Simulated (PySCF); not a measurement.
Ga(H)2(SH) (GaH3S), SMILES [SH][GaH2]. Atoms are numbered in the order given.

```xyz
5

Ga    -0.0029     0.7196     0.0000
H      1.3704     1.4501     0.0000
H     -1.4049     1.3962     0.0000
S      0.0854    -1.4692     0.0000
H     -1.2418    -1.6471     0.0000
```
Charge 0, spin multiplicity 1.

Geometry optimised at ωB97X-D3(BJ)/def2-TZVP.

These are PySCF with r2SCAN/def2-TZVPD values and carry that method's errors.

Symmetry labels are those of the subgroup Cs that the program uses (full group Cs).

Computed valence orbital energies around the gap with their symmetry:
```csv
orbital,symmetry,energy (eV)
HOMO−7,A",-20.74
HOMO−6,A',-20.69
HOMO−5,A',-18.56
HOMO−4,A',-11.78
HOMO−3,A',-10.22
HOMO−2,A',-8.04
HOMO−1,A',-7.67
HOMO,A",-6.88
LUMO,A",-2.01
LUMO+1,A',-0.32
LUMO+2,A',-0.14
LUMO+3,A',1.00
```
